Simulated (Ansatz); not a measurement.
Species: sum formula BNH, net charge 0, doublet state. It need not be the lowest isomer of its formula. SMILES: B=[N]
Geometry: optimised at B3LYP-D3(BJ)/def2-TZVP (Ansatz, a program for electronic structure).

Quantity: vertical electron affinity (to the singlet state of charge -1; a negative value means that the extra electron is unbound and the number depends on the basis; each state is the SCF solution reached for its spin; for the singlet the Hartree-Fock reference is unstable and T1 is 0.020), in eV. Cores are frozen in the correlated levels unless marked. Open shells are spin-unrestricted. Spin-orbit coupling is left out. No relativistic terms. Anions need diffuse functions: aug- sets have them; def2-D sets add few. CBS(X,Y): correlation extrapolated as X^-3; Hartree-Fock from the larger set.

```json
[
 {"level": "SVWN5/def2-TZVPD", "program": "Ansatz", "vertical electron affinity (eV)": "3.31"},
 {"level": "B3LYP/def2-TZVPD", "program": "Ansatz", "vertical electron affinity (eV)": "2.81"},
 {"level": "wB97M-V/def2-TZVPD", "program": "Ansatz", "vertical electron affinity (eV)": "2.73"},
 {"level": "wB97X-V/def2-TZVPD", "program": "Ansatz", "vertical electron affinity (eV)": "2.68"},
 {"level": "CCSD/aug-cc-pVDZ", "program": "Ansatz", "vertical electron affinity (eV)": "___"},
 {"level": "CCSD/aug-cc-pVQZ", "program": "Ansatz", "vertical electron affinity (eV)": "___"},
 {"level": "CCSD(T)/CBS(aug-cc-pVTZ,aug-cc-pVQZ)", "program": "Ansatz", "vertical electron affinity (eV)": "___"}
]
```

Question: Complete the blanks.

Answer: 
- CCSD/aug-cc-pVDZ, vertical electron affinity (eV): 2.66
- CCSD/aug-cc-pVQZ, vertical electron affinity (eV): 2.74
- CCSD(T)/CBS(aug-cc-pVTZ,aug-cc-pVQZ), vertical electron affinity (eV): 3.00
